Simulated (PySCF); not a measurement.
## Relaxation of doublet RuH₇

Method: UPBE0 in PySCF with Ru def2-TZVP with ECP28, H def2-TZVP; scalar-relativistic core potentials, no spin–orbit coupling; density-fitted integrals. A (50,194) grid was used.

A hand-made capped trigonal prismatic start, of C2v symmetry, held to at least that symmetry:

Coordinates in bohr (charge 0 multiplicity 2):
```
Ru    0.0000    0.0000   -0.0027
H     0.0000    0.0000    2.9642
H     2.0660    2.0660    0.5125
H    -2.0660    2.0660    0.5125
H    -2.0660   -2.0660    0.5125
H     2.0660   -2.0660    0.5125
H     1.7854    0.0000   -2.3722
H    -1.7854    0.0000   -2.3722
```

(1) What forces act on the atoms at the start (eV/Å)?

(2) What does it relax to?

(3) How much energy is released, and in how many steps?

Answers

(1) 
```json
{"atom": "Ru1", "Fx": "0.00", "Fy": "0.00", "Fz": "-7.36"}
{"atom": "H2", "Fx": "0.00", "Fy": "0.00", "Fz": "1.14"}
{"atom": "H3", "Fx": "1.07", "Fy": "0.29", "Fz": "1.75"}
{"atom": "H4", "Fx": "-1.07", "Fy": "0.29", "Fz": "1.75"}
{"atom": "H5", "Fx": "-1.07", "Fy": "-0.29", "Fz": "1.75"}
{"atom": "H6", "Fx": "1.07", "Fy": "-0.29", "Fz": "1.75"}
{"atom": "H7", "Fx": "1.20", "Fy": "0.00", "Fz": "-0.39"}
{"atom": "H8", "Fx": "-1.20", "Fy": "0.00", "Fz": "-0.39"}
```

(2) It ends at C2v with Ru–H 1.562 Å, Ru–H 1.569 Å (×4), Ru–H 1.664 Å (×2); H–Ru–H 59.9° (×4), H–Ru–H 70.8° (×4), H–Ru–H 75.2° (×2), H–Ru–H 75.7° (×2), H–Ru–H 116.0° (×2), H–Ru–H 119.8° (×2), H–Ru–H 128.1°, H–Ru–H 140.2° (×4) (after a last refinement on a finer grid). A frequency run shows 3 imaginary modes, down to 1001i cm⁻¹, so it is a higher-order saddle point. Other isomers or separated fragments may lie lower.

(3) 276.2 kJ/mol in 15 steps.

Open d and f shells are described by one determinant, and the ground state may have another occupation or spin.
